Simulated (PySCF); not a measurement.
# Fractional electron number in Co⁻ (cobalt, charge -1)

The 3d beta orbital of [Ar] 3d8 4s2 is emptied in steps (occupation f), with all orbitals relaxed, ending at [Ar] 3d7 4s2. All numbers are calculated (PySCF 2.14, no relativity, point nucleus, in aug-cc-pVTZ (8s7p5d3f2g, 93 functions)). The exact energy is a straight line in f; departures are measured from the line between the end points of the same method.

| f | TPSS (eV) |
| --- | --- |
| 1 | 0.000 |
| 0.9 | -0.350 |
| 0.7 | -0.856 |
| 0.5 | -1.060 |
| 0.3 | -0.921 |
| 0.1 | -0.412 |
| 0 | 0.000 |

| method | E(f=0) − E(f=1) (eV) | −ε at f=1 (eV) | −ε at f=0.5 (eV) |
| --- | --- | --- | --- |
| TPSS | 1.742 | -2.050 | 1.548 |

Orbital energy along the path (eV):

```tsv
f	TPSS
1	2.050
0.9	1.456
0.7	0.071
0.5	-1.548
0.3	-3.358
0.1	-5.085
0	-5.950
```

At f = 1 the orbital energy is positive for TPSS: only the finite basis holds the electron.

Reference removal energy between the ground levels: 0.662 eV (measured; photodetachment measurements, as compiled on the Wikipedia data page of electron affinities). The calculation has no spin-orbit coupling. The determinant left behind need not be the lowest term of the ion.
